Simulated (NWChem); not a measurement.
System: C2H2BrCl; SMILES C=C(Cl)Br

Input file for NWChem:

```
start job
memory heap 200 mb stack 900 mb global 1100 mb
geometry units angstroms noautoz
  C     -1.813643     0.804365     0.000000
  C     -0.502966     0.571149     0.000000
  Cl     0.670629     1.829856     0.000000
  Br     0.211029    -1.171335     0.000000
  H     -2.524923    -0.022264     0.000000
  H     -2.184948     1.830913     0.000000
end
basis spherical
  * library def2-svp
end
dft
  xc xpbe96 cpbe96
  iterations 150
  vectors input atomic output neutral.movecs
end
task dft energy
charge 1
dft
  odft
  mult 2
  vectors input atomic output cation.movecs
end
task dft energy
```

The geometry was optimised at PBE0/def2-SVP.

Ions are spin-unrestricted doublets at the neutral geometry; other ion states weren't tried.

Give the results of this calculation. (PBE/def2-SVP, vertical spin-unrestricted ions.) Quantities: vertical ionisation energy, ΔSCF (eV); −ε(HOMO) (eV).


```json
{
 "vertical ionisation energy, ΔSCF (eV)": "9.31",
 "−ε(HOMO) (eV)": "6.17"
}
```
